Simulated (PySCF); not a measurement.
r2SCAN on Nb⁺ (niobium, charge +1), [Kr] 4d4, high-spin 5D determinant. Calculation: PySCF 2.14, in def2-QZVPPD with the def2 core potential (28 electrons) (7s5p4d3f2g, 81 functions); a scalar-relativistic core potential.

```
cycle= 1 E= -56.5983587333487  delta_E= -0.00734  |g|= 0.0285  |ddm|= 0.44
cycle= 2 E= -56.6008373968651  delta_E= -0.00248  |g|= 0.0251  |ddm|= 0.336
cycle= 3 E= -56.6012437442396  delta_E= -0.000406  |g|= 0.00972  |ddm|= 0.0756
cycle= 4 E= -56.6013448442304  delta_E= -0.000101  |g|= 0.0139  |ddm|= 0.0953
cycle= 5 E= -56.6014193104447  delta_E= -7.45e-05  |g|= 0.00491  |ddm|= 0.0174
cycle= 6 E= -56.6014302569455  delta_E= -1.09e-05  |g|= 0.000373  |ddm|= 0.0106
cycle= 7 E= -56.6014303165027  delta_E= -5.96e-08  |g|= 9.63e-05  |ddm|= 0.0012
cycle= 8 E= -56.6014303206833  delta_E= -4.18e-09  |g|= 3.01e-06  |ddm|= 0.000225
cycle= 9 E= -56.6014303206873  delta_E= -4.01e-12  |g|= 3.92e-07  |ddm|= 3.9e-06
converged SCF energy = -56.6014303206873  <S^2> = 6.0017921  2S+1 = 5.0007168
```

Highest occupied orbital energy: -10.849 eV; ⟨L²⟩ = 8.89; populations by l: s 2.48, p 6.00, d 3.52, f 0.00.

Task: Can this result be used?

Result: Not for this state. The run converged. ⟨L²⟩ = 8.89 against 6 for a pure D term, so this real determinant mixes terms. Energies and moments cover only the electrons outside the core potential. The s, p, d and f populations moved away from the nominal configuration during the SCF.
